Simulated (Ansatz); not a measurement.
(ZnSe)n: PBE-D4/def2-TZVP single points in Ansatz on relaxed structures, gas phase. Each cluster is the lowest isomer that a short search found in that spin, judged at the geometry's level, and lower ones may exist. Binding counts from free atoms in the multiplicity of their measured ground term, without zero-point energy. The structures are stationary points that may keep the symmetry of their start.

```json
{"species": "(ZnSe)2 ring (Zn2Se2)", "atoms": "4", "state": "singlet", "geometry": "r2SCAN-D4/def2-SVP", "HOMO (eV)": "-5.44", "LUMO (eV)": "-3.84", "gap (eV)": "1.60", "binding per atom (eV)": "1.73", "point group (within 0.1 Å)": "D2h"}
{"species": "(ZnSe)4 cube (Zn4Se4)", "atoms": "8", "state": "singlet", "geometry": "PBE-D4/def2-SVP", "HOMO (eV)": "-6.14", "LUMO (eV)": "-3.63", "gap (eV)": "2.51", "binding per atom (eV)": "2.22", "point group (within 0.1 Å)": "Td"}
{"species": "Zn3Se3", "atoms": "6", "state": "singlet", "geometry": "PBE-D4/def2-SVP", "HOMO (eV)": "-5.95", "LUMO (eV)": "-3.10", "gap (eV)": "2.84", "binding per atom (eV)": "2.16", "point group (within 0.1 Å)": "D3h"}
```

The gap (eV) runs from 1.60 ((ZnSe)2 ring) to 2.84 (Zn3Se3). The binding per atom (eV) runs from 1.73 ((ZnSe)2 ring) to 2.22 ((ZnSe)4 cube).
